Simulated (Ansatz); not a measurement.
Program: Ansatz. Geometries: PBE0-D4/def2-TZVP. ΔE: electronic, gas phase. CBS: MP2 limit from def2 TZ/QZ plus the TZ coupled-cluster correction, frozen cores. This one scheme is used for every species, atoms too. DFT in def2-TZVPP. HSE06 is defined as in plane-wave codes. No spin–orbit coupling; open shells (•) take unrestricted orbitals. Spin–orbit coupling would lower the free atoms: a little for F, S; clearly for Br; strongly for In. Elements past krypton have def2 core potentials. Bonds to Br, In are less sure, by a few kJ/mol each and by 10 to 20 or more in all where they break to atoms, as the def2 sets lack core-valence functions. Scalar relativity is left out up to krypton. One conformer a species, not always the lowest.

`[F][In]([SH])[Br]` → Br• + F• + H• + In• + S•  (atomization)

```
            species  HSE06-D4 energy (Eh)
`[F][In]([SH])[Br]`           -3262.57453
                Br•           -2573.81629
                 F•             -99.67211
                 H•              -0.50075
                In•            -190.11286
                 S•            -397.96634
```

Task: Work out ΔE.

Result: ΔE = (-2573.81629) + (-99.67211) + (-0.50075) + (-190.11286) + (-397.96634) − (-3262.57453) = 0.50618 Eh = +1329.0 kJ/mol. CCSD(T)/CBS gives +1364.3 kJ/mol.

Largest T1 diagnostic among the species: 0.015.

In def2-TZVPP, CCSD(T) changes the Hartree–Fock value by +388.7 kJ/mol (the triples alone add +35.9 kJ/mol) and MP2 by +436.2 kJ/mol; breaking electron pairs costs correlation energy, which Hartree–Fock lacks. At CCSD(T), def2-SVP lies −143.3 kJ/mol from the extrapolated value and def2-TZVPP −64.8 kJ/mol: correlation converges slowly with the basis, and small sets miss more of it in the bonded molecule than in its fragments. The D4 term adds +21.0 kJ/mol with B3LYP and +11.2 kJ/mol with PBE0; it sums over pairs of atoms, weighted by their polarisabilities, and B3LYP, whose exchange is more repulsive, gets the larger term.

B3LYP here is the variant with VWN-RPA as its local correlation; programs differ in this.

For atomizations the MP2-based limit and the directly extrapolated one differ by several kJ/mol either way, and by 10 to 25 for some Ge, Se and Sn compounds, so smaller differences from it don't rank the levels.
